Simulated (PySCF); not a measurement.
In(Cl)2(OMe) (CH3Cl2InO), SMILES [O]([In]([Cl])[Cl])C.

Geometry: r2SCAN-D4/def2-SVP. The structure was generated by enumeration; whether it is a known compound was not checked. The def2 effective core potentials stand for the cores of In; spin–orbit coupling is left out. The values are those of a single conformer.

Computed with IEF-PCM-ωB97X/def2-SVP in PySCF.

The values are the electrostatic part of the solvation free energy, E(continuum) − E(gas) at the gas-phase geometry, in a cavity of scaled van der Waals radii (PySCF's table); cavitation and dispersion terms are not included. A continuum can't describe solvent molecules that bind to the metal. In vacuum the orbital gap is 9.89 eV. The dipole moment in vacuum is 1.45 D.

```json
[
 {"solvent": "water", "ε": "78.36", "ΔG(elec) (kcal/mol)": "-8.5", "dipole (D)": "1.73", "gap (eV)": "10.02"},
 {"solvent": "tetrahydrofuran", "ε": "7.43", "ΔG(elec) (kcal/mol)": "-6.8", "dipole (D)": "1.68", "gap (eV)": "9.99"},
 {"solvent": "2-propanol", "ε": "19.26", "ΔG(elec) (kcal/mol)": "-7.9", "dipole (D)": "1.72", "gap (eV)": "10.00"}
]
```
